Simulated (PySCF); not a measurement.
# A series of derivatives of [SiH3]Oc1ccccc1

Parent skeleton `[SiH3:1][O:2][c:3]1[cH:4][cH:5][cH:6][cH:7][cH:8]1`; one hydrogen on atom 4 is replaced by X. Hydrogens on one atom are averaged.

Fast rotation and ring inversion assumed for equivalent nuclei, gas phase, one conformer, no relativistic terms. σ from GIAO-PBE0/pcSseg-1; GFN2-xTB geometry; PySCF 2.14.0 with density-fitted response routines.

References, each an isolated molecule treated in the same way: 29Si (σ = 349.16 ppm), 13C (σ = 186.93 ppm), 1H (σ = 31.72 ppm) against TMS; 17O (σ = 336.08 ppm) against H2O.

Parent (X = H): Si1 -44.5, O2 92.6, C3 162.3, C4 122.1, C5 135.1, C6 126.3, C7 135.1, C8 122.1, H(Si1) 5.15 ppm. Effects are Δδ = δ(X) − δ(H), positive for deshielding.

Task: Give Δδ (ppm) for X = SCH3, OSiH3, OH, CHO.

Result: 
```csv
X,SMILES,Si1,O2,C3,C4,C5,C6,C7,C8,H(Si1)
SCH3,CSc1ccccc1O[SiH3],+0.9,+2.0,-5.5,+17.5,-8.6,+0.8,-6.7,-4.8,+0.05
OSiH3,[SiH3]Oc1ccccc1O[SiH3],+2.4,-15.7,-11.2,+29.0,-12.3,+0.6,-8.2,+0.7,+0.07
OH,Oc1ccccc1O[SiH3],+4.5,-25.5,-14.3,+33.0,-14.7,+2.2,-11.7,-4.1,+0.04
CHO,O=Cc1ccccc1O[SiH3],+3.6,-5.1,+2.9,+8.1,+0.5,+0.5,+6.1,-2.2,+0.11
```

Task: Which position responds most, and to which substituents?

Result: O2: from -25.5 ppm with OH to +2.0 ppm with SCH3.

Experimental scales use liquid or dissolved standards, which lie at an offset from isolated H2O (liquid H2O: subtract about 36 ppm).
